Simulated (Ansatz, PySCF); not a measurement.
Process, species as SMILES: C/C=C\CCC → [CH3] (CH3) + [CH2]C/C=C\C (the C-C bond at the site shown breaks; other sites are not compared here)
Each molecule is optimised on its own at B3LYP-D3(BJ)/def2-TZVP (Ansatz, a program for electronic structure), one conformer each, not searched for the lowest. Frequencies are from Ansatz or PySCF.

Wanted: bond dissociation energy (0 K, with B3LYP-D3(BJ) harmonic zero-point energies), in eV. Valence correlation only, unless marked. Open shells are spin-unrestricted. Spin-orbit coupling is left out. Non-relativistic. CBS marks a two-point X^-3 extrapolation of the correlation energy; Hartree-Fock from the larger set.

CCSD(T)/CBS(cc-pVTZ,cc-pVQZ) (Ansatz) gives 3.81 eV.

**Question.** Another calculation gave 3.59 eV. Which level was it?
A) B3LYP/def2-TZVPD (Ansatz)
B) CAM-B3LYP/def2-TZVPD (Ansatz)
C) SVWN5/def2-TZVPD (Ansatz)
D) wB97X-V/def2-TZVPD (Ansatz)

**Answer.** B, CAM-B3LYP/def2-TZVPD (Ansatz). The others give 3.47 (B3LYP), 4.49 (SVWN5), 3.84 (wB97X-V) eV.
